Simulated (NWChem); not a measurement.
System: SnH₂O₂Cl₂; SMILES [OH][Sn]([OH])([Cl])[Cl]

Here is an NWChem input.

```
start job
memory heap 200 mb stack 900 mb global 1100 mb
geometry units angstroms
  O     -0.440763    -1.844321    -0.834275
  Sn     0.110198    -0.189398    -0.013920
  O      1.894200    -0.590228     0.672119
  Cl     0.201364     1.456632    -1.570958
  Cl    -1.299175     0.344921     1.680300
  H      0.222402    -2.535447    -0.766318
  H      2.345946     0.121706     1.125715
end
basis spherical
  * library def2-svp
end
ecp
  Sn library def2-ecp
end
dft
  xc xpbe96 cpbe96
  disp vdw 4
  iterations 150
end
driver
  maxiter 120
end
task dft optimize
dft
  grid fine
  convergence energy 1d-8 density 1d-7
end
task dft freq numerical
```

def2 effective core potentials on Sn; no spin-orbit coupling. The optimisation ended at a saddle point (imaginary frequency).

The level has its own optimisation; frequencies are unscaled.

Task: Give the results of this calculation. (PBE-D3(BJ)/def2-SVP with def2 effective core potentials on Sn.) Quantities: r H–O (Å); r Cl–Sn (Å); highest harmonic frequency (cm⁻¹); lowest (cm⁻¹); zero-point energy (kcal/mol).

Result: 
```yaml
r H–O (Å): 0.979
r Cl–Sn (Å): 2.352
highest harmonic frequency (cm⁻¹): 3699
lowest (cm⁻¹): -78
zero-point energy (kcal/mol): 17.0
```
